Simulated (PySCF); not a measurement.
Al(Cl)2(GeH3) (AlCl2GeH3), SMILES [GeH3][Al]([Cl])[Cl]. Atoms are numbered in the order given.

```xyz
7

Al     0.3880    -0.3315     0.3288
Cl     2.3831    -0.6443    -0.2464
Cl    -0.2307    -1.2719     2.1019
Ge    -1.1595     1.0290    -0.9983
H     -2.0175     1.9214    -0.0831
H     -0.4013     1.9213    -1.9962
H     -2.1116     0.1145    -1.7933
```

Geometry optimised at PBE0-D3(BJ)/def2-SVP. The structure was generated by enumeration; whether it is a known compound was not checked.

Level of theory: PySCF with PBE0-D3(BJ)/def2-SVP.

Frequencies are harmonic and unscaled.

A small imaginary wavenumber (i) marks a very flat motion, where grid noise or a shallow saddle decides the sign.

| mode | ν (cm⁻¹) | IR (km/mol) | Raman (Å⁴/amu) | depolarisation | moving atoms (share of kinetic energy) |
|---|---|---|---|---|---|
| 1 | 20i | 0.1 | 0.1 | 0.75 | H 96 % |
| 2 | 83 | 2.1 | 1.5 | 0.75 | Cl 61 %, Al 16 %, Ge 16 % |
| 3 | 128 | 10.4 | 3.1 | 0.62 | Cl 70 %, Ge 26 % |
| 4 | 155 | 21.3 | 0.1 | 0.67 | Al 74 %, Cl 15 %, H 10 % |
| 5 | 271 | 0.1 | 15.1 | 0.08 | Cl 56 %, Ge 26 %, Al 17 % |
| 6 | 422 | 0.9 | 0.9 | 0.69 | H 87 % |
| 7 | 429 | 11.0 | 4.6 | 0.74 | H 90 % |
| 8 | 535 | 124.7 | 1.6 | 0.54 | Al 65 %, Cl 32 % |
| 9 | 606 | 122.6 | 2.7 | 0.75 | Al 66 %, Cl 31 % |
| 10 | 783 | 177.6 | 7.4 | 0.67 | H 97 % |
| 11 | 883 | 31.2 | 26.4 | 0.75 | H 99 % |
| 12 | 883 | 34.9 | 27.0 | 0.75 | H 99 % |
| 13 | 2145 | 64.4 | 267.2 | 0.07 | H 99 % |
| 14 | 2155 | 81.6 | 182.4 | 0.38 | H 99 % |
| 15 | 2163 | 93.0 | 154.5 | 0.63 | H 98 % |
